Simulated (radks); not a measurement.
Q: The table gives one normalised radial function P(r) = r R(r) of Hg4+ in [Kr] 4d10 4f14 5s1 5p6 5d8 6d1 (r in bohr). All-electron calculation, scalar-relativistic Kohn-Sham, r2SCAN, spin-unpolarised, spherical densities, finite nucleus; meta-GGA in the generalised Kohn-Sham scheme; Fermi nuclear charge, rms radius 5.4648 fm. Program: a radial shooting solver on a logarithmic mesh with Libxc functionals.

| r | P |
|---|---|
| 0.001589 | 0.0000 |
| 0.002154 | 0.0001 |
| 0.002942 | 0.0002 |
| 0.003987 | 0.0004 |
| 0.005447 | 0.0009 |
| 0.007383 | 0.0021 |
| 0.01009 | 0.0048 |
| 0.01367 | 0.0103 |
| 0.01867 | 0.0222 |
| 0.02531 | 0.0451 |
| 0.03457 | 0.0878 |
| 0.04723 | 0.1570 |
| 0.06402 | 0.2463 |
| 0.08746 | 0.3281 |
| 0.1185 | 0.3267 |
| 0.1619 | 0.1558 |
| 0.2195 | -0.1710 |
| 0.2998 | -0.4710 |
| 0.4063 | -0.4328 |
| 0.5551 | 0.0385 |
| 0.7523 | 0.6446 |
| 1.028 | 0.9907 |
| 1.393 | 0.8910 |
| 1.903 | 0.5252 |
| 2.6 | 0.1968 |
| 3.523 | 0.0443 |
| 4.813 | 0.0046 |
| 6.523 | 0.0002 |
| 8.912 | 0.0000 |

Which n and l does it have? It may be an empty orbital.

A: n = 5, l = 2: the number of nodes gives n - l - 1 = 2, the rise at small r (about r^(l+1), flatter next to the nucleus through relativity) gives l, and the extent must fit the shell. The curve is that of 5d. 5d: eigenvalue -66.141 eV, 2 radial nodes at r = 0.189, 0.544 bohr, <r> = 1.28 bohr, 90 % of the charge inside 1.90 bohr.
